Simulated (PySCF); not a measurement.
**Magnetisability and related constants of SMILES CSc1nnc(C)n1C, C5H9N3S**

Theory: GIAO B3LYP/pcSseg-0 magnetisability, rotational g tensor and spin-rotation constants, non-relativistic, gas phase (PySCF). Geometry: GFN2-xTB.

Input:
```
{"job": {"kind": "mag", "xc": "B3LYP", "basis": "pcSseg-0"}, "charge": 0, "multiplicity": 1}
C      3.440791    -0.159577    -0.467393
S      2.156377    -0.743493     0.665683
C      0.788701    -0.014097    -0.117522
N      0.823401     0.732444    -1.186273
N     -0.441581     1.097241    -1.461181
C     -1.228606     0.574787    -0.567529
C     -2.698176     0.720126    -0.494333
N     -0.493813    -0.156366     0.332889
C     -0.962809    -0.896623     1.466957
H      3.278791    -0.610328    -1.440982
H      4.392289    -0.468532    -0.046643
H      3.374520     0.920485    -0.539893
H     -3.181633    -0.252696    -0.577402
H     -3.024555     1.354951    -1.311570
H     -2.991109     1.171275     0.453475
H     -0.104735    -1.258829     2.030774
H     -1.564417    -1.748687     1.142491
H     -1.572196    -0.255763     2.106795
```
Coordinates are in Å.

Command: `OMP_NUM_THREADS=1 python excited_run.py task.json out`

What does the run print?

Atoms count from 0.
```
coarse grid: 15824 points
cycle   1  E = -757.0149787981  dE =  1.523e+00  |g| = 4.835e-01  |ddm| = 4.680e+00
cycle   2  E = -756.8367200256  dE =  1.783e-01  |g| = 1.031e+00  |ddm| = 2.641e+00
cycle   3  E = -757.0798151354  dE = -2.431e-01  |g| = 1.070e-01  |ddm| = 1.586e+00
cycle   4  E = -757.0817808194  dE = -1.966e-03  |g| = 5.511e-02  |ddm| = 1.612e-01
cycle   5  E = -757.0824869901  dE = -7.062e-04  |g| = 1.235e-02  |ddm| = 8.732e-02
cycle   6  E = -757.0825246886  dE = -3.770e-05  |g| = 2.699e-03  |ddm| = 1.813e-02
cycle   7  E = -757.0825264332  dE = -1.745e-06  |g| = 7.099e-04  |ddm| = 4.416e-03
final grid: 149112 points
cycle   8  E = -757.0865226591  dE = -1.709e-05  |g| = 4.129e-03  |ddm| = 2.508e-02
cycle   9  E = -757.0865206803  dE =  1.979e-06  |g| = 5.091e-03  |ddm| = 8.637e-03
cycle  10  E = -757.0865267483  dE = -6.068e-06  |g| = 5.600e-04  |ddm| = 5.003e-03
cycle  11  E = -757.0865268133  dE = -6.503e-08  |g| = 1.784e-04  |ddm| = 7.370e-04
cycle  12  E = -757.0865268181  dE = -4.805e-09  |g| = 9.582e-05  |ddm| = 3.182e-04
cycle  13  E = -757.0865268202  dE = -2.043e-09  |g| = 2.915e-05  |ddm| = 1.616e-04
cycle  14  E = -757.0865268204  dE = -1.889e-10  |g| = 5.660e-06  |ddm| = 4.295e-05
converged SCF energy = -757.0865268204

Magnetisability tensor (1e-30 J/T^2)
    -1387.46      -90.50        5.66
      -90.50    -1801.69     -294.23
        5.66     -294.23    -1601.65
isotropic -1596.93   principal values   -2020.31  -1442.47  -1328.02
isotropic susceptibility -96.169 1e-6 cm^3/mol

Inertial axes            a          b          c
rot. const./GHz      3.0263     0.9983     0.7614
chi total           -81.768    -85.074   -121.666
chi diamagnetic    -527.413  -1340.303  -1716.880
chi paramagnetic    445.645   1255.229   1595.215
quadrupole/D A       13.712    -10.574     -3.138
g nuclear            0.5862     0.5813     0.5766
g electronic        -0.6336    -0.5887    -0.5706
g total             -0.0474    -0.0074     0.0059

Spin-rotation constants (kHz, H = +C I.J)
atom  isotope        aa         bb         cc
  3    14N        0.804      0.223      0.045
  4    14N        0.925      0.208      0.048
  7    14N        0.292      0.159      0.044
  9     1H       -0.321     -0.088     -0.009
 10     1H        0.036     -0.113     -0.096
 11     1H       -0.299     -0.069     -0.026
 12     1H       -0.305     -0.087     -0.023
 13     1H       -0.201     -0.019     -0.094
 14     1H       -0.304     -0.083     -0.026
 15     1H        0.004     -0.080     -0.087
 16     1H       -0.262     -0.106     -0.007
 17     1H       -0.175     -0.107     -0.027
  0    13C*       0.438      0.126      0.112
  1    33S*       0.386      0.298      0.186
  2    13C*       1.570      0.333      0.177
  5    13C*       1.507      0.345      0.163
  6    13C*       0.369      0.140      0.096
  8    13C*       0.536      0.126      0.116
* in the singly substituted isotopologue
```

It took 18 s wall time on 1 thread of an Arm Neoverse V1, shared host, peak memory 0.61 GiB.
